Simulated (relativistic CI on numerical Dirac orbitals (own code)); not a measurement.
**Electric-dipole lines of I XXVII**

These numbers are calculated, not measured: Dirac-Coulomb-Breit CI, KLI orbitals optimised for each configuration, model QED, unscaled Slater integrals (own radial code, finite nucleus).

CI space (outside the closed core [Ne]): 3s2.3p6.3d9, 3s2.3p5.3d10, 3s.3p6.3d10, 3s2.3p6.3d8.4s, 3s2.3p6.3d8.4p, 3s2.3p6.3d8.4d, 3s2.3p4.3d10.4s, 3s2.3p6.3d8.4f, 3s2.3p5.3d9.4s, 3s2.3p4.3d10.4p, 3s2.3p6.3d7.4s2, 3s2.3p5.3d9.4p, 3s2.3p4.3d10.4d, 3s2.3p6.3d7.4s.4p, 3s.3p5.3d10.4s, 3s2.3p6.3d8.5s, 3s2.3p6.3d7.4p2, 3s.3p5.3d10.4p, 3s2.3p5.3d9.4d, 3s2.3p6.3d8.5p, 3s2.3p6.3d7.4s.4d, 3s.3p6.3d9.4s, 3s2.3p6.3d8.5d, 3s2.3p6.3d7.4p.4d, 3s.3p5.3d10.4d, 3p6.3d10.4s, 3s.3p6.3d9.4p, 3s2.3p5.3d8.4s2, 3s2.3p6.3d8.5f, 3s2.3p5.3d9.4f, 3s2.3p6.3d8.5g, 3p6.3d10.4p, 3s2.3p6.3d7.4d2, 3s2.3p5.3d8.4s.4p, 3s2.3p6.3d8.6s, 3s.3p6.3d9.4d. Levels of other configurations are missing.

| λ vac (Å) | Lower | Upper | A (s⁻¹) | gf | Branching (%) |
| --- | --- | --- | --- | --- | --- |
| 14.425 | 3s2.3p6.3d9 2D_3/2 [2] | 3s2.3p6.3d8.4f 2F°_5/2 [231] | 3.44e+13 | 6.44e+00 | 99.3 |
| 14.489 | 3s2.3p6.3d9 2D_5/2 [1] | 3s2.3p6.3d8.4f 2F°_7/2 [224] | 5.73e+13 | 1.44e+01 | 99.8 |
| 14.505 | 3s2.3p6.3d9 2D_5/2 [1] | 3s2.3p6.3d8.4f 2D°_5/2 [223] | 5.06e+13 | 9.58e+00 | 98.3 |
| 14.542 | 3s2.3p6.3d9 2D_5/2 [1] | 3s2.3p6.3d8.4f 2P°_3/2 [222] | 3.00e+13 | 3.80e+00 | 98.9 |
| 14.550 | 3s2.3p6.3d9 2D_3/2 [2] | 3s2.3p6.3d8.4f 2D°_3/2 [227] | 5.54e+13 | 7.03e+00 | 98.2 |
| 14.565 | 3s2.3p6.3d9 2D_5/2 [1] | 3s2.3p6.3d8.4f 2P°_3/2 [221] | 8.69e+12 | 1.11e+00 | 95.3 |
| 14.576 | 3s2.3p6.3d9 2D_3/2 [2] | 3s2.3p6.3d8.4f 2F°_5/2 [226] | 2.75e+13 | 5.25e+00 | 98.1 |
| 14.630 | 3s2.3p6.3d9 2D_5/2 [1] | 3s2.3p5.3d9.4s 2F°_5/2 [211] | 4.14e+12 | 7.98e-01 | 58.0 |
| 14.654 | 3s2.3p6.3d9 2D_3/2 [2] | 3s2.3p6.3d8.4f 2P°_1/2 [225] | 4.36e+13 | 2.81e+00 | 99.7 |
| 15.118 | 3s2.3p6.3d9 2D_5/2 [1] | 3s2.3p5.3d9.4s 2F°_7/2 [138] | 3.10e+12 | 8.49e-01 | 92.7 |
| 41.754 | 3s2.3p6.3d8.4s 2G_7/2 [18] | 3s2.3p5.3d9.4s 2F°_5/2 [257] | 1.58e+12 | 2.47e+00 | 72.9 |
| 41.764 | 3s2.3p6.3d8.4s 2G_9/2 [17] | 3s2.3p5.3d9.4s 2F°_7/2 [256] | 1.53e+12 | 3.20e+00 | 59.5 |
| 49.292 | 3s2.3p6.3d8.4s 4F_9/2 [6] | 3s2.3p5.3d9.4s 4D°_7/2 [163] | 6.37e+11 | 1.86e+00 | 40.3 |
| 49.328 | 3s2.3p6.3d8.4s 2F_7/2 [7] | 3s2.3p5.3d9.4s 2D°_5/2 [170] | 6.56e+11 | 1.44e+00 | 14.3 |
| 49.653 | 3s2.3p6.3d9 2D_5/2 [1] | 3s2.3p5.3d10 2P°_3/2 [3] | 6.39e+11 | 9.45e-01 | 91.4 |
| 124.71 | 3s2.3p6.3d8.4p 2G°_9/2 [23] | 3s2.3p6.3d8.4d 2H_11/2 [69] | 1.33e+11 | 3.73e+00 | 89.6 |
| 145.11 | 3s2.3p6.3d8.4p 4G°_11/2 [31] | 3s2.3p6.3d8.4d 4H_13/2 [72] | 1.04e+11 | 4.58e+00 | 100.0 |
| 179.81 | 3s2.3p6.3d8.4s 4F_9/2 [6] | 3s2.3p6.3d8.4p 4G°_11/2 [31] | 4.49e+10 | 2.61e+00 | 100.0 |
| 180.10 | 3s2.3p6.3d8.4s 4F_7/2 [10] | 3s2.3p6.3d8.4p 4G°_9/2 [45] | 4.44e+10 | 2.16e+00 | 99.0 |
| 182.89 | 3s2.3p6.3d8.4s 2G_9/2 [17] | 3s2.3p6.3d8.4p 2H°_11/2 [54] | 4.29e+10 | 2.58e+00 | 100.0 |

Terms are leading LS components. Brackets give the number of a level in order of energy, since labels repeat. The list gives strong lines, with weight on those to low levels, without lines whose two gauges differ by over a factor of 2.5, among the lowest 400 of 3974 levels, so that lines to higher ones, which can be the strongest, are missing. Levels whose partners in the same complex of configurations lie outside the list can be far off, and so can their lines. Rates are taken at the computed energies, electric ones in the length gauge.

At this charge energies of transitions that change n are usually good to better than 1 %, and those within a shell (Δn = 0) to a few per cent.

LS names give the leading component of a level, which can be under half, so a name can repeat, a term be missing and a line seem to break the LS rules.
